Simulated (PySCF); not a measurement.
Basis and Hamiltonian dependence of the excitation energy of Cr

Cr [Ar] 3d5 4s1 (7S) → Cr [Ar] 3d4 4s1 4p1 (high-spin determinant). All values are computed (PySCF 2.14, energy differences of UHF-based or UKS calculations, no spin-orbit coupling). Values in eV.

```csv
basis,Hamiltonian,functions,UHF,r2SCAN,PBE0,MP2 (valence),CCSD(T) (valence),CCSD(T) (valence and next inner shell)
ANO-RCC-VTZP,spin-free X2C,59,1.915,3.626,3.506,2.885,2.843,3.035
aug-cc-pVDZ,non-relativistic,59,2.062,3.768,3.609,2.993,2.865,n/a
aug-cc-pVDZ-DK,spin-free X2C,59,1.901,3.623,3.463,2.845,2.797,n/a
x2c-TZVPPall,spin-free X2C,64,1.907,3.676,3.526,2.843,2.802,2.996
"x2c-TZVPPall with one added diffuse shell each of s, p, d, f type",spin-free X2C,80,1.846,3.624,3.465,2.802,2.770,2.953
aug-cc-pVTZ-DK,spin-free X2C,93,1.854,3.630,3.478,2.824,2.785,n/a
aug-cc-pVTZ,non-relativistic,93,2.009,3.770,3.619,2.966,2.875,n/a
def2-QZVPPD,non-relativistic,93,1.998,3.760,3.612,2.969,2.872,n/a
x2c-QZVPPall,spin-free X2C,96,1.841,3.620,3.471,2.826,2.777,n/a
dyall-av2z,non-relativistic,101,2.020,n/a,n/a,2.929,2.844,n/a
"aug-cc-pVTZ with one added diffuse shell each of s, p, d, f, g type",non-relativistic,118,2.009,3.767,3.618,2.965,n/a,n/a
"x2c-QZVPPall with one added diffuse shell each of s, p, d, f, g type",spin-free X2C,121,1.841,3.617,3.469,2.831,n/a,n/a
aug-cc-pwCVTZ,non-relativistic,127,2.001,3.765,3.617,2.977,n/a,n/a
aug-cc-pVQZ-DK,spin-free X2C,140,1.841,3.605,3.461,2.837,n/a,n/a
```

Frozen in the all-electron rows: valence and next inner shell: [Ne]; valence: [Ar].

One determinant mixes LS terms of the configuration, so the numbers do not refer to single terms. Non-relativistic rows lack the scalar-relativistic shift.
